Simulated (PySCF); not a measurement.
Gas-phase reaction: 2 MoO₂Cl₂ + 2 O = Mo₂O₆ + 4 Cl

Computed with PySCF (xtb for GFN2) and rigid-rotor harmonic-oscillator thermochemistry at 1 bar. † marks an energy on the PBE0/def2-TZVP geometry and frequencies; other levels use their own. Open shells (unrestricted): O (multiplicity 3, electronic degeneracy 9), Cl (multiplicity 2, electronic degeneracy 6); the rest are closed-shell singlets. GFN2 has no spin-polarisation term. Spin-orbit splitting is ignored; it lowers the true energy and changes the entropy of O, Cl. Mo: scalar-relativistic def2 core potential, no spin-orbit coupling. The harmonic model lacks anharmonicity and excited electronic states, which grow with temperature; levels with a mode under 35 cm⁻¹ are left out. Soft modes under 120 cm⁻¹ make the harmonic entropy rough for MoO₂Cl₂, Mo₂O₆.

| level | ΔE electronic, kJ | ΔH°(298 K), kJ | ΔS°(298 K), J/K | ΔG°(2000 K), kJ |
|---|---|---|---|---|
| GFN2-xTB | -424 | -420 | 69 | -572 |
| PBE0/def2-QZVP† | 109 | 115 | 56 | -5 |
| PBE0/def2-SVP† | 109 | 116 | 56 | -5 |
| LDA/def2-TZVP† | 45 | 51 | 56 | -69 |
| ωB97X-V/def2-TZVP† | 85 | 92 | 56 | -29 |
ΔH° is lowest at GFN2-xTB and highest at PBE0/def2-SVP†. No reference value is set beside these.
